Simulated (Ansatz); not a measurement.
A run on C3H3ClFGaO2, SMILES `[F][Ga-]1([Cl])[O]C=CC=[O+]1` with other settings.

```yaml
crystal:
  periodic: [false, false, false]
  atoms:
    - {symbol: F, position_ang: [-1.436948, -2.609735, -0.193978]}
    - {symbol: Ga, position_ang: [-0.742102, -1.230697, -1.009675]}
    - {symbol: Cl, position_ang: [-0.825829, -1.092643, -3.128696]}
    - {symbol: O, position_ang: [-1.443665, 0.334754, -0.185634]}
    - {symbol: C, position_ang: [-0.745012, 1.101508, 0.543269]}
    - {symbol: C, position_ang: [0.602394, 0.966055, 0.851318]}
    - {symbol: C, position_ang: [1.396145, -0.072490, 0.382180]}
    - {symbol: O, position_ang: [1.039508, -1.026797, -0.372451]}
    - {symbol: H, position_ang: [-1.285647, 1.955808, 0.962127]}
    - {symbol: H, position_ang: [1.057770, 1.708830, 1.490866]}
    - {symbol: H, position_ang: [2.448687, -0.091694, 0.681072]}
basis:
  gaussian: {orbitals: aug-cc-pVDZ, nuclear_model: gaussian}
hamiltonian: {xc: {name: B3LYP5}}
accuracy: high
scf: {lower_state_search: light}
output: {forces: true}
```

```sh
$ ansatz run in.yaml --threads 2 --pin off --events-out ev --progress --plain --max-ram 32768MiB --backend cpu
```

It prints (some lines left out):

```
Functional definition: B3LYP5
4504 factors; integrals over basis functions are off by at most 4.0e-9 eV
mean field evaluation 1: about -74856.2482 eV, gradient 7.6e1 eV
mean field evaluation 2: about -74842.7717 eV, gradient 1.2e2 eV
mean field evaluation 4: about -74867.3209 eV, gradient 5.0e0 eV
mean field evaluation 8: about -74867.5400 eV, gradient 9.2e-1 eV
mean field evaluation 16: about -74867.5416 eV, gradient 3.8e-4 eV
mean field -74867.54158576 eV, -2751.3314062344 hartree, gradient 3.7e-8 eV, S^2 0.000000; 0 other end points of the search recorded, 0 dependent functions left out
reference -74867.54164088 eV, -2751.3314082599 hartree; 47, 47 occupied and 181, 181 virtual orbitals, 4504 factors
Total energy: -74867.54164088 eV, -2751.3314082599 hartree
Atom 0 at    -1.436948    -2.609735    -0.193978 Å, force    -0.256736    -0.508799     0.295352 eV/Å
Atom 1 at    -0.742102    -1.230697    -1.009675 Å, force     0.024487     0.055663    -0.077242 eV/Å
Atom 2 at    -0.825829    -1.092643    -3.128696 Å, force    -0.030248     0.025417    -0.587446 eV/Å
Atom 3 at    -1.443665     0.334754    -0.185634 Å, force    -0.579042    -0.184209    -0.299982 eV/Å
Atom 4 at    -0.745012     1.101508     0.543269 Å, force     0.023307     0.438504     0.307689 eV/Å
Atom 5 at     0.602394     0.966055     0.851318 Å, force     0.097147     0.158568     0.139350 eV/Å
Atom 6 at     1.396145    -0.072490     0.382180 Å, force     0.391280     0.236460     0.279126 eV/Å
Atom 7 at     1.039508    -1.026797    -0.372451 Å, force     0.118561    -0.566376    -0.352094 eV/Å
Atom 8 at    -1.285647     1.955808     0.962127 Å, force    -0.111254     0.172537     0.083396 eV/Å
Atom 9 at     1.057770     1.708830     1.490866 Å, force     0.108989     0.177806     0.152599 eV/Å
Atom 10 at     2.448687    -0.091694     0.681072 Å, force     0.213509    -0.005569     0.059252 eV/Å
Dipole moment:     0.546578     0.909456     0.636607 e Å
```

It took 45 s on 2 threads of an AMD EPYC 7R13 on a shared host, with 2 GiB of host memory at the peak.
